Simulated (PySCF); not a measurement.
Computed IR spectrum (relative IR intensity) of a molecule H6O3Si2. The structure is a stationary point at PBE-D3(BJ)/def2-SVP. The values are those of a single conformer. These are PBE-D3(BJ)/def2-SVP (PySCF) values and carry that method's errors. Frequencies are harmonic and unscaled.

Lines under 2 % of the strongest are left out, and lines within 2 cm⁻¹ are merged.

```csv
ν (cm⁻¹),relative intensity
142,11
210,42
234,28
286,18
335,36
483,33
498,15
680,13
694,77
745,74
778,24
789,57
819,40
854,46
904,33
926,68
934,42
1013,100
2121,55
2137,61
2162,76
3607,64
3743,31
3757,36
```

**Question.** Pick the molecule that these values belong to.
A) O[SiH2]O[SiH2]O
B) O[Si](O)(O)[SiH3]
C) O[SiH](O)O[SiH3]
D) O[SiH2][SiH](O)O

**Answer.** D, O[SiH2][SiH](O)O
